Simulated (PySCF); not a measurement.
TiF4, SMILES [F][Ti]([F])([F])[F], multiplicity 1.

Coordinates come from a B3LYP-D3(BJ)/def2-SVP optimisation. The multiplicity is an assumed one; other spin states were not compared. The isomer is the one that the SMILES or the coordinates give; other isomers of the formula were not compared.

Computed with B3LYP-D3(BJ)/def2-SVP (PySCF).

Frequencies are harmonic and unscaled.

Modes within 1.5 cm⁻¹ of each other (mostly degenerate sets) share a row, with their intensities summed.

Q: Estimate the vibrational spectrum. (An estimate is asked for; the answer gives what the named calculation found.)

A: 
```tsv
mode	ν (cm⁻¹)	IR (km/mol)	Raman (Å⁴/amu)	depolarisation	moving atoms (share of kinetic energy)
1–2	196	0.0	4.2	0.75	F 100 %
3–5	223	57.8	2.2	0.75	F 77 %, Ti 23 %
6	740	0.0	12.2	0.00	F 100 %
7–9	836	651.4	3.6	0.75	F 61 %, Ti 39 %
```
